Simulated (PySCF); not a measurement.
# Electronic absorption of methoxybenzoquinone

Compound: methoxybenzoquinone, C₇H₆O₃.
Cartesian coordinates in Å at the PBE0-D3(BJ)/def2-SVP level; atoms count from 1:
```xyz
16
C7H6O3 angstrom
C      2.4764    0.4008   -0.0437
O      1.5727   -0.6612   -0.2941
C      0.2671   -0.5266   -0.4912
C     -0.4665   -1.6417   -0.7393
C     -1.9106   -1.6067   -0.9533
O     -2.5670   -2.6101   -1.1655
C     -2.5748   -0.2755   -0.9018
C     -1.8734    0.8405   -0.6648
C     -0.4113    0.8158   -0.4430
O      0.1998    1.8438   -0.2324
H      3.4587   -0.0808    0.0427
H      2.2376    0.9287    0.8897
H      2.4907    1.1297   -0.8652
H      0.0209   -2.6172   -0.7773
H     -3.6547   -0.2726   -1.0688
H     -2.3266    1.8337   -0.6189
```

Level of theory: TDDFT wB97X-D/def2-SVPD, vertical, gas phase, core orbitals frozen in the response (PySCF 2.14.0, density-fitted response routines).

**Question.** List the vertical singlet excitations with oscillator strengths and describe the spectrum.

**Answer.** 

| state | E (eV) | E (kJ/mol) | λ (nm) | f | symmetry | main configurations (H = HOMO, L = LUMO) |
| --- | --- | --- | --- | --- | --- | --- |
| S1 | 2.96 | 286 | 418.6 | 0.0000 | – | H-1→L (91%) |
| S2 | 3.17 | 306 | 391.5 | 0.0010 | – | H-2→L (88%) |
| S3 | 3.21 | 309 | 386.7 | 0.042 | A′ | H→L (89%) |
| S4 | 5.03 | 485 | 246.7 | 0.287 | A′ | H-3→L (84%) |
| S5 | 6.18 | 596 | 200.8 | 0.0002 | – | H-4→L (62%), H-6→L (20%) |
| S6 | 6.33 | 610 | 196.0 | 0.124 | A′ | H→L+1 (72%), H-5→L (21%) |
| S7 | 6.40 | 617 | 193.8 | 0.0011 | – | H-1→L+1 (80%) |
| S8 | 6.62 | 639 | 187.2 | 0.0003 | – | H-2→L+1 (29%), H-6→L (23%), H-1→L+1 (17%) |
| S9 | 6.76 | 652 | 183.5 | 0.0009 | – | H-2→L+1 (45%), H-1→L+2 (32%) |
| S10 | 6.86 | 662 | 180.8 | 0.270 | A′ | H-5→L (56%), H→L+1 (18%), H→L+2 (12%) |

Triplets, Tamm–Dancoff:

| state | E (eV) | λ (nm) | main configurations (H = HOMO, L = LUMO) |
| --- | --- | --- | --- |
| T1 | 2.20 | 562.4 | H→L (92%) |
| T2 | 2.52 | 491.0 | H-1→L (88%) |
| T3 | 2.73 | 455.0 | H-2→L (86%) |
| T4 | 3.07 | 404.3 | H-3→L (90%) |

The lowest singlet comes at 419 nm (286 kJ/mol) in the visible; it is dark (f under 0.0005); its leading configuration is HOMO-1→LUMO (91%). The strongest level in the table is S4 at 5.03 eV (247 nm, f = 0.287). Löwdin shares by element: HOMO carbon 45% or more, oxygen 32% or more (atoms not listed hold the other 23%); LUMO oxygen 35% or more, carbon 27% or more (atoms not listed hold the other 38%). Of the 10 states listed, 4 reach f = 0.01 and 3 stay under 0.0005. The listed states span 3.90 eV, and the widest gap between neighbours is 1.82 eV (S3 to S4). Orbital energies (eV): HOMO-3 -10.69, HOMO-2 -10.15, HOMO-1 -9.81, HOMO -9.24, LUMO -1.88, LUMO+1 1.20, LUMO+2 2.03. 3 computed singlets (S1 to S3) lie in the visible range (380 to 750 nm), the largest f among them at 387 nm, f = 0.042; light of that wavelength is violet, and its complementary colour is yellow-green; a Tamm–Dancoff triplet lies at 562 nm, without intensity as long as spin–orbit coupling is left out. The vertical ionisation energy (ΔSCF) is 9.34 eV, 2.48 eV above S10. Symmetry labels in Cs follow from the direction of the transition dipole and are given only for states with f of 0.002 or more. Only the lowest 10 singlets were computed, as vertical energies without vibronic structure.

One conformer stands for the species.
